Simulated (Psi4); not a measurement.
CHN, charge +1, doublet (typed; the unrestricted solution is spin-contaminated), geometry from GFN2-xTB (a state made from the parent by changing its charge; the spin is typed, not shown lowest); HF/6-31G** (Psi4).

The Psi4 input:
```
memory 2 GB

molecule {
1 2
C    -0.00000000   -0.00000000   -0.48313248
N     0.00000000    0.00000000    0.64166810
H    -0.00000000   -0.00000000   -1.59288180
}

set {
  basis 6-31g**
  reference uhf
}

energy('scf')
print_variables()
```

Output, abridged:

```
   => Loading Basis Set <=

    Name: 6-31G**
    Role: ORBITAL
    Keyword: BASIS

         ---------------------------------------------------------
                                   SCF
               by Justin Turney, Rob Parrish, Andy Simmonett
                          and Daniel G. A. Smith
                              UHF Reference
         ---------------------------------------------------------

  ==> Geometry <==

    Molecular point group: c2v
    Full point group: C_inf_v

    Geometry (in Angstrom), charge = 1, multiplicity = 2:

       Center              X                  Y                   Z               Mass
    ------------   -----------------  -----------------  -----------------  -----------------
         C            0.000000000000     0.000000000000    -0.541715868025    12.000000000000
         N            0.000000000000     0.000000000000     0.583084711975    14.003074004430
         H            0.000000000000     0.000000000000    -1.651465188025     1.007825032230

  Running in c2v symmetry.

  Rotational constants: A = ************  B =      1.52820  C =      1.52820 [cm^-1]
  Rotational constants: A = ************  B =  45814.32565  C =  45814.32565 [MHz]
  Nuclear repulsion =   24.278227424214339

  Charge       = 1
  Multiplicity = 2
  Electrons    = 13
  Nalpha       = 7
  Nbeta        = 6

  ==> Algorithm <==

  SCF Algorithm Type is DF.
  DIIS enabled.
  MOM disabled.
  Fractional occupation disabled.
  Guess Type is SAD.
  Energy threshold   = 1.00e-06
  Density threshold  = 1.00e-06
  Integral threshold = 1.00e-12

  ==> Primary Basis <==

  Basis Set: 6-31G**
    Blend: 6-31G**
    Number of shells: 15
    Number of basis functions: 35
    Number of Cartesian functions: 35
    Spherical Harmonics?: false
    Max angular momentum: 2

   => Loading Basis Set <=

    Name: (6-31G** AUX)
    Role: JKFIT
    Keyword: DF_BASIS_SCF

  ==> Integral Setup <==

  SCF_SUBTYPE=INCORE selected. In-core MEM_DF algorithm will be used.
  Using in-core AOs.

  ==> MemDFJK: Density-Fitted J/K Matrices <==

    J tasked:                   Yes
    K tasked:                   Yes
    wK tasked:                   No
    Algorithm:                 Core
    Schwarz Cutoff:           1E-12
    Mask sparsity (%):       0.0000
    Fitting Condition:        1E-10

   => Auxiliary Basis Set <=

  Basis Set: (6-31G** AUX)
    Blend: CC-PVDZ-JKFIT
    Number of shells: 57
    Number of basis functions: 187
[...]
   @DF-UHF iter  13:   -92.42166894994753   -1.73751e-08   4.31632e-07 DIIS
  Energy and wave function converged.

  ==> Post-Iterations <==

   @Spin Contamination Metric:   2.651626633E-01
   @S^2 Expected:                7.500000000E-01
   @S^2 Observed:                1.015162663E+00
   @S   Expected:                5.000000000E-01
   @S   Observed:                5.000000000E-01

    Orbital Energies [Eh]
    ---------------------

    Alpha Occupied:

[...]
       1B2    -0.950266

    Alpha Virtual:

[...]
      19A1     4.752394

    Beta Occupied:

[...]
    Beta Virtual:

[...]
    Final Occupation by Irrep:
             A1    A2    B1    B2
    DOCC [     4,    0,    1,    1 ]
    SOCC [     1,    0,    0,    0 ]
    NA   [     5,    0,    1,    1 ]
    NB   [     4,    0,    1,    1 ]

  @DF-UHF Final Energy:   -92.42166894994753

   => Energetics <=

    Nuclear Repulsion Energy =             24.2782274242143394
    One-Electron Energy =                -167.6603604557264191
    Two-Electron Energy =                  50.9604640815645453
    Total Energy =                        -92.4216689499475308

  UHF NO Occupations:
  HONO-2 :    1 B2 1.9329207
  HONO-1 :    1 B1 1.9329207
  HONO-0 :    5 A1 1.0000000
  LUNO+0 :    2 B1 0.0670793
  LUNO+1 :    2 B2 0.0670793
  LUNO+2 :    6 A1 0.0024422
  LUNO+3 :    7 A1 0.0004823

Computation Completed

Properties will be evaluated at   0.000000,   0.000000,   0.000000 [a0]

Properties computed using the SCF density matrix

 Multipole Moments:

 ------------------------------------------------------------------------------------
     Multipole            Electronic (a.u.)      Nuclear  (a.u.)        Total (a.u.)
 ------------------------------------------------------------------------------------

 L = 1.  Multiply by 2.5417464519 to convert [e a0] to [Debye]
 Dipole X            :          0.0000000            0.0000000            0.0000000
 Dipole Y            :          0.0000000            0.0000000            0.0000000
 Dipole Z            :          0.8073355           -1.5498918           -0.7425563
 Magnitude           :                                                    0.7425563

 ------------------------------------------------------------------------------------

  Variable Map:
  ----------------------------------------------------------------------------
[...]
  Array Variable Map:
  ----------------------------------------------------------------------------
[...]
[...]
```
